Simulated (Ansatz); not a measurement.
trifluoro(fluorosilyl)silane (F4H2Si2), SMILES F[SiH2][Si](F)(F)F.

Geometry optimised at ωB97X-D3(BJ)/def2-SVP. One conformer was computed; it need not be the lowest.

Two levels are set side by side: PBE/def2-SVPD (Ansatz, a program for electronic structure) and PBE0/def2-SVPD (Ansatz). Energy differences of separate SCF runs at the same geometry; the states with an electron removed or added have multiplicity 2 and 2. Differences are taken from unrounded values.

```json
[
 {"quantity": "vertical ionisation energy (eV)", "PBE": "11.40"},
 {"quantity": "vertical singlet–triplet gap (eV)", "PBE": "5.51"}
]
```

Task: These are the PBE values. What does PBE0 give? (An estimate is asked for; the answer gives what the named calculation found.)

Result: 
| quantity | PBE0 | PBE minus PBE0 |
|---|---|---|
| vertical ionisation energy (eV) | 11.90 | -0.50 |
| vertical singlet–triplet gap (eV) | 5.90 | -0.39 |
